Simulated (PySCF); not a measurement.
Molecule: SMILES O=C(O)[C@@H]1CC=NCC1, C$_{6}$H$_{9}$NO$_{2}$.

Bonds (- single, = double, # triple, : aromatic): O1=C2, C2-O3, C2-C4, C4-C5, C5-C6, C6=N7, N7-C8, C8-C9, C9-C4. O3 carries H10; C4 carries H11; C5 carries H12, H13; C6 carries H14; C8 carries H15, H16; C9 carries H17, H18. Stereochemistry as in O=C(O)[C@@H]1CC=NCC1. H12, H16, H18 are cis to C2 on the ring; H13, H15, H17 are trans to C2 on the ring.

Frames of a GFN2-xTB Langevin trajectory at 200 K; GIAO PBE0/pcSseg-1 shieldings in PySCF, gas phase, non-relativistic; equivalent atoms averaged within each frame.

Chemical shifts δ = σref − σ; 17O (σ = 336.08 ppm) vs H2O; 13C (σ = 186.93 ppm) and 1H (σ = 31.72 ppm) vs TMS; 15N (σ = 267.73 ppm) vs NH3, all at this level. The references are static minima.

How do the shifts (ppm) fluctuate along the trajectory?

Results:


```csv
time (fs),O1,O3,C2,C6,C8,C4,C9,C5,N7,H14
250,445.4,206.0,183.0,157.6,52.1,44.2,31.1,30.2,358.3,7.78
425,419.0,229.0,182.0,162.9,52.2,40.9,26.1,28.6,374.7,7.43
625,445.0,214.1,187.3,164.4,54.1,41.4,29.9,34.7,394.7,7.99
800,415.6,215.6,177.3,167.8,54.4,40.3,27.5,40.0,365.6,8.11
1000,423.2,203.3,177.2,164.0,55.2,43.7,32.7,35.2,363.3,7.97
mean of frames,429.6,213.6,181.4,163.3,53.6,42.1,29.5,33.7,371.3,7.85
standard deviation,14.5,10.1,4.2,3.7,1.4,1.8,2.7,4.5,14.4,0.27
```

5 frames give an uncertainty of the mean of about the standard deviation over 2.2 at best, since frames this close in time may not be independent; classical motion lacks zero-point vibration, and the reference would need the same averaging.
